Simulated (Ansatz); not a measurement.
Consider the ligand exchange at a Ti–F bond: `C[Se][Ti]([OH])([F])[F]` + HCl → `C[Se][Ti]([OH])([F])[Cl]` + H–F.

Program: Ansatz. Geometries: PBE0-D4/def2-TZVP. ΔE: electronic, gas phase. CBS: MP2 limit from def2 TZ/QZ plus the TZ coupled-cluster correction, frozen cores. This one scheme is used for every species. Functionals use def2-TZVPP. B3LYP here is the variant with VWN-RPA as its local correlation; programs differ in this. For Se, Ti outer-core shells are correlated without core-valence functions, which leaves a few kJ/mol of doubt a bond. Scalar relativity is left out up to krypton. Each species was taken in one conformer, which may not be the lowest.

`C[Se][Ti]([OH])([F])[F]`:

Z-matrix (Å, degrees):
```
C
Se 1 1.967
H 1 1.088 2 110.2
H 1 1.088 2 106.5 3 -118.7
H 1 1.088 2 110.1 3 122.6
Ti 2 2.400 1 93.3 3 -60.6
F 6 1.758 2 107.5 1 -57.7
O 6 1.763 2 105.1 1 -179.3
F 6 1.760 2 108.5 1 59.7
H 8 0.958 6 142.5 2 99.4
```

HCl:

Cartesian coordinates in Å:
```
Cl -0.394 -0.497 0.082
H 0.394 0.497 -0.082
```

`C[Se][Ti]([OH])([F])[Cl]`:

Cartesian coordinates in Å:
```
C -1.349 1.344 -0.577
Se -0.248 1.100 1.032
Ti 0.838 -0.861 0.207
O 1.844 -1.407 1.537
F -0.419 -1.993 -0.257
Cl 2.002 -0.312 -1.583
H -1.848 0.412 -0.839
H -0.724 1.689 -1.397
H -2.095 2.098 -0.332
H 1.998 -2.071 2.210
```

H–F:

Cartesian coordinates in Å:
```
F -0.236 0.005 -0.395
H 0.236 -0.005 0.395
```

```csv
level,ΔE (eV)
r2SCAN-D4,0.18
ωB97X-V,0.25
ωB97M-V,0.20
PBE0,0.16
B3LYP,0.24
HF/def2-TZVPP,0.26
CCSD(T)/def2-TZVPP,0.11
MP2/CBS(def2),-0.09
```

Question: What does CCSD(T)/CBS give? (An estimate is asked.)

Answer: The calculation gave: +0.04 eV. The listed levels differ from it by 0.14, 0.21, 0.16, 0.12, 0.20, 0.22, 0.07, -0.13 eV.

Largest T1 diagnostic among the species: 0.023, so the coupled-cluster value is less sure than usual.

From PBE to PBE0 (25 % exact exchange), in def2-TZVPP and without D4, ΔE moves by −0.05 eV. The D4 term adds −0.08 eV with B3LYP and −0.04 eV with PBE0; it sums over pairs of atoms, weighted by their polarisabilities, and B3LYP, whose exchange is more repulsive, gets the larger term. In def2-TZVPP, CCSD(T) changes the Hartree–Fock value by −0.15 eV (the triples alone add −0.07 eV) and MP2 by −0.28 eV.
